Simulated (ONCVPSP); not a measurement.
LDA (Perdew-Zunger) ONCV dataset for Ca (Z = 20), scalar-relativistic all-electron reference.

```
Element                 : calcium
Generator               : ONCVPSP 4.0.1
Type                    : optimised norm-conserving Vanderbilt (ONCV)
Functional              : LDA (Perdew-Zunger)
Relativity              : scalar-relativistic
Frozen core             : [Ne] 3s2
Valence charge          : 8
Reference configuration : 3p6 4s1 4p1
Partial waves           : 4s: rc 3.10 bohr, ncon 5, nbas 8, qcut 2.4 1/bohr, 2 projectors, debl 0.6 Ha; 3p+4p: rc 2.00 bohr, ncon 4, nbas 7, qcut 8.3 1/bohr, 2 projectors; d scattering state at 0.03 Ha: rc 2.70 bohr, ncon 3, nbas 7, qcut 3.3 1/bohr, 2 projectors, debl 1.2 Ha
Local potential         : polynomial inside 1.85 bohr (lpopt 5, dvloc0 -1 Ha)
Core correction         : Teter function fitted to the true core (icmod 2), fcfact 0.5
```

In the d channel the program set the typed energies aside and used -0.119, 1.081 Ha.

- Cutoffs needed: 16 Ha and 20 Ha (the cutoffs (Ha) at which the residual kinetic energy of the hardest occupied pseudo-wave falls to 1 and 0.1 mHa per electron)
- Ghost test: ghosts flagged at negative energy: s at -8.1 eV; no localised positive-energy state flagged; a true bound ghost makes a file unfit for plane-wave use
- Configuration tests: 1 of 4 tests not solved or not reliable
- rms error of d²Exc/dni dnj: 3.91 mHa without and 0.97 mHa with the model core
